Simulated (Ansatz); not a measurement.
PBE exchange is replaced step by step with exact exchange (0 % is PBE, 25 % PBE0; no dispersion term), basis def2-TZVP, Ansatz. System: (CuNH2)2 ring (Cu₂N₂H₄). The state is a singlet with charge 0. Geometry: r2SCAN-D4/def2-SVP.

Geometry of the singlet:

```tsv
atom	x (Å)	y (Å)	z (Å)
Cu1	0.696	-0.416	0.758
N2	0.706	1.464	0.155
Cu3	-0.696	0.416	-0.758
N4	-0.706	-1.464	-0.155
H5	1.502	1.830	-0.373
H6	0.450	2.213	0.803
H7	-0.449	-2.213	-0.803
H8	-1.502	-1.831	0.373
```

```
exact exchange (%)  HOMO (eV)  LUMO (eV)  gap (eV)
                 0      -3.98      -2.11      1.87
                 5      -4.23      -1.91      2.32
                10      -4.49      -1.72      2.77
                15      -4.75      -1.53      3.22
                25      -5.28      -1.16      4.12
                35      -5.83      -0.81      5.02
```

Question: Estimate the row for 50 %.

Answer: 
| exact exchange (%) | HOMO (eV) | LUMO (eV) | gap (eV) |
| --- | --- | --- | --- |
| 50 | -6.67 | -0.30 | 6.37 |
